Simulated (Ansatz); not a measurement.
Species: CH₈NSi (charge +1, singlet). It need not be the lowest isomer of its formula. SMILES: C[NH2+][SiH3]
Geometry: optimised at B3LYP-D3(BJ)/def2-TZVP (Ansatz, an electronic-structure program).

Parts of the frozen-core correlation energy in cc-pV(Q+d)Z (Ansatz, hartree). Frozen orbitals: 7; correlated occupied orbitals by spin: 10 and 10; virtual: 397 and 397. Spin-orbit coupling is left out. Non-relativistic.

| term | value |
|---|---|
| reference (HF) | -385.76039 |
| MP2 opposite-spin | (withheld) |
| MP2 same-spin | (withheld) |
| CCSD correlation | -0.59168 |
| (T) | (withheld) |
| T1 diagnostic | 0.009 |
| largest doubles amplitude | 0.015 |

Question: What belongs in the gaps?

Answer: 
- MP2 opposite-spin, value: -0.44673
- MP2 same-spin, value: -0.10512
- (T), value: -0.02037
